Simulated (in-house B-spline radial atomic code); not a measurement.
**Ionising In⁺ with different functionals**

Computed with a B-spline radial code for spherical atoms: non-relativistic Hamiltonian, point nucleus, spin-polarised at highest spin, spherical fractional occupations for the functionals, the average over the highest-spin determinants for Hartree-Fock. The ionisation energy is the difference of two self-consistent energies, [Kr] 4d10 5s2 → [Kr] 4d10 5s1, without Breit or QED terms; ε is the level of the shell that loses the electron (its least bound occupied spin orbital). There is no spin-orbit coupling in this Hamiltonian.

| method | rung | ΔSCF (eV) | -ε(5s) (eV) |
| --- | --- | --- | --- |
| Hartree-Fock | Hartree-Fock | 16.27 | 16.52 |
| HF fractional | Hartree-Fock | 16.27 | 16.52 |
| LDA VWN5 | LDA | 18.54 | 14.59 |
| LDA PW92 | LDA | 18.54 | 14.59 |
| LDA exchange-only | LDA | 17.20 | 13.43 |
| PBE | GGA | 18.13 | 14.23 |
| PBEsol | GGA | 18.11 | 14.28 |
| BLYP | GGA | 18.27 | 14.26 |
| RPBE | GGA | 17.97 | 14.08 |
| PW91 | GGA | 18.20 | 14.32 |
| BP86 | GGA | 18.29 | 14.44 |
| AM05 | GGA | 18.06 | 14.23 |
| OLYP | GGA | 17.79 | 13.85 |
| TPSS | meta-GGA | 17.84 | 14.12 |
| SCAN | meta-GGA | 17.92 | 14.55 |
| r2SCAN | meta-GGA | 17.83 | 14.41 |
| M06-L | meta-GGA | 17.86 | 14.18 |
| revTPSS | meta-GGA | 17.81 | 14.13 |
| PBE0 | global hybrid | 17.83 | 15.01 |
| B3LYP | global hybrid | 18.21 | 15.04 |
| TPSSh | global hybrid | 17.76 | 14.44 |
| M06-2X | global hybrid | 17.94 | 15.48 |
| BHandHLYP | global hybrid | 17.76 | 15.81 |
| r2SCAN0 | global hybrid | 17.69 | 15.19 |
| B97-1 | global hybrid | 18.08 | 14.84 |
| HSE06 | range-separated hybrid | 17.88 | 14.70 |
| wB97X | range-separated hybrid | 18.02 | 17.33 |
| CAM-B3LYP | range-separated hybrid | 18.11 | 16.41 |
| LC-wPBE | range-separated hybrid | 17.58 | 17.38 |

Task: Among the functionals, which spreads more, the ΔSCF values or the orbital energies?

Result: The orbital energies: ΔSCF values span about 1.34 eV and the orbital energies 3.95 eV.

Task: How do they compare with the NIST value?

Result: NIST lists 18.870 eV (measured, ground level to ground level). Errors run from -2.60 to -0.33 eV; LDA PW92 is closest (-0.33 eV), but part of that can be cancellation, since the calculations leave out relativity, Breit-QED terms. Hartree-Fock also lacks correlation.
